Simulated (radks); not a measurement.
Species: Cs40+. Configuration: [Ne] 3s2 3p3. Calculated with a radial shooting solver on a logarithmic mesh with Libxc functionals: scalar-relativistic Kohn-Sham, PBE, spin-polarised, spherical densities, finite nucleus; open shells are filled with parallel spins first (spin-orbit coupling, left out, can overturn this in heavy ions); Fermi nuclear charge, rms radius 4.8041 fm. Some entries of the table are withheld. Estimate them.

orbital  occ.  eigenvalue (hartree)  <r> (bohr)  r(max) (bohr)
1s up       1             -1405.573     0.02610        0.01678
1s down     1             -1405.299     0.02610        0.01678
2s up       1             -292.5587      0.1107        0.09429
2s down     1             -292.3543      0.1106        0.09431
2p up       3             -272.2106     0.09671        0.07560
2p down     3             -271.9195     0.09670        0.07566
3s up       1             -114.5572         (1)         0.2549
3s down     1             -113.6182         (2)         0.2550
3p up       3                   (3)         (4)         0.2457
3p down     0                   (5)         (6)         0.2457

Answer. 
(1) 3s up <r> (bohr): 0.2693
(2) 3s down <r> (bohr): 0.2698
(3) 3p up eigenvalue (hartree): -108.2044
(4) 3p up <r> (bohr): 0.2614
(5) 3p down eigenvalue (hartree): -107.2664
(6) 3p down <r> (bohr): 0.2619
